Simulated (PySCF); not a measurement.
Al(Me)(Et)(Vi), SMILES C=[CH][Al]([CH3])[CH2]C, singlet at its GFN2-xTB optimised geometry (Å):

```
17

Al    -0.1948     0.6785     0.0000
C     -1.2298     2.3805     0.0000
H     -2.1946     2.2733     0.5079
H     -1.4557     2.7338    -1.0121
H     -0.6972     3.1988     0.4976
C      1.8158     0.6785     0.0000
C      2.4394     0.3033     1.3572
H      2.1933     1.6726    -0.2865
H      2.2206    -0.0087    -0.7585
H      2.1047    -0.6826     1.6774
H      2.1442     1.0170     2.1256
H      3.5292     0.2920     1.3054
C     -1.1311    -1.0747     0.0321
C     -0.4495    -2.2202    -0.0057
H     -2.2206    -1.1549     0.0743
H     -0.9155    -3.1988     0.0050
H      0.6317    -2.2260    -0.0501
```

Computed with PySCF with B3LYP/def2-SVP. Cells within 0.4 Å of a nucleus heavier than hydrogen are left out (blank, or x).

Map of the log10 of the electron density (e/bohr³), floored at −4 on the plane z = 1.0 Å:

```
|0000000000000000000000000000000|
|0000000000000000000000000000000|
|0000000000001110000000000000000|
|0000000000123332100000000000000|
|0000000012344543210000000000000|
|0000000123456665310000000000000|
|0000001345567775420000000000000|
|0000013456677775421111000000000|
|0000013567777765432222210000000|
|0000013577777765433333332100000|
|0000013567777665544455443210000|
|0000002455666665555666655432100|
|0000001234456665566778876653200|
|0000000123455555667789988764310|
|0000000123455666666899x99875310|
|0000000233456666556789998865310|
|0000001344566665555688887654200|
|0000002355677765444677765543100|
|0000012456677765444566654321000|
|0000012455677776544445432110000|
|0000001345567776554333321000000|
|0000000233456776654321100000000|
|0000000012456666554310000000000|
|0000000002356665543210000000000|
|0000000001345554332100000000000|
|0000000001234443211000000000000|
|0000000000123332100000000000000|
|0000000000011110000000000000000|
|0000000000000000000000000000000|
|0000000000000000000000000000000|
|0000000000000000000000000000000|
```
Scale: ten equal steps from -4.00 (start of '0') to -0.548 (end of '9'), in the order '0123456789'; x runs from -5.50 to 5.50, y from -5.50 (bottom) to 5.50 (top).
